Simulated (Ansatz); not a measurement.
(ZnSe)2 ring (Zn₂Se₂). The state is a triplet with charge 0. Geometry r2SCAN-D4/def2-SVP, that of the neutral singlet; atoms count from 1.

```csv
atom,x (Å),y (Å),z (Å)
Zn1,1.102,-0.033,-0.496
Se2,-0.505,1.517,-1.222
Zn3,-1.102,0.033,0.496
Se4,0.505,-1.517,1.222
```

At PBE0-D4/def2-TZVP a singlet of charge 0 lies 2.06 eV below the triplet at the same geometry.

(1) Estimate the Mulliken populations from the PBE0/def2-TZVP orbitals of Ansatz.

(2) Where does the spin sit?

(3) And the Mayer bond orders between bonded heavy atoms (over 0.3)?

## Answers

(1) 
```json
{"atom": "Zn1", "charge (e)": "0.18", "spin (α − β)": "0.44", "d electrons": "10.02"}
{"atom": "Se2", "charge (e)": "-0.18", "spin (α − β)": "0.56", "d electrons": "–"}
{"atom": "Zn3", "charge (e)": "0.18", "spin (α − β)": "0.44", "d electrons": "10.02"}
{"atom": "Se4", "charge (e)": "-0.18", "spin (α − β)": "0.56", "d electrons": "–"}
```
Mulliken values and Mayer orders depend strongly on the basis.

(2) Summed by element: Zn 0.88, Se 1.12, of 2 unpaired in all. Largest on single atoms: Se2 0.56, Se4 0.56, Zn1 0.44.

(3) Zn1–Se2 0.92 (2.35 Å); Zn1–Zn3 0.40 (2.42 Å); Zn1–Se4 0.92 (2.35 Å); Se2–Zn3 0.92 (2.35 Å); Zn3–Se4 0.92 (2.35 Å). Values over 0.3 also appear between atoms too far apart for a bond (Se2–Se4 0.40 at 4.02 Å); they arise where an orbital or an unpaired electron spreads over both atoms.
